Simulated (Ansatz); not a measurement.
Gas-phase electronic energies from Ansatz, PBE0-D4/def2-TZVP geometries. CBS: MP2 limit from def2 TZ/QZ plus the TZ coupled-cluster correction, frozen cores. This one scheme is used for every species. One conformer a species, not always the lowest.

Consider the cleavage of the Si–B bond: `C=C[SiH2]B(O)Cl` + `F[SiH](F)S` → `C=C[SiH2]S[SiH](F)F` + `OBCl`.

```
              species  HF/def2-TZVPP energy (Eh)
    `C=C[SiH2]B(O)Cl`                 -927.37451
         `F[SiH](F)S`                 -886.79670
`C=C[SiH2]S[SiH](F)F`                -1253.84734
               `OBCl`                 -560.36349
```

Work out ΔE.

ΔE = (-1253.84734) + (-560.36349) − (-927.37451) − (-886.79670) = -0.03962 Eh = -24.9 kcal/mol. CCSD(T)/CBS gives -23.6 kcal/mol.

Largest T1 diagnostic among the species: 0.013.

From PBE to PBE0 (25 % exact exchange), in def2-TZVPP and without D4, ΔE moves by −1.3 kcal/mol. The D4 term adds −1.8 kcal/mol with B3LYP and −1.0 kcal/mol with PBE0; it sums over pairs of atoms, weighted by their polarisabilities, and B3LYP, whose exchange is more repulsive, gets the larger term.

B3LYP here is the variant with VWN-RPA as its local correlation; programs differ in this.
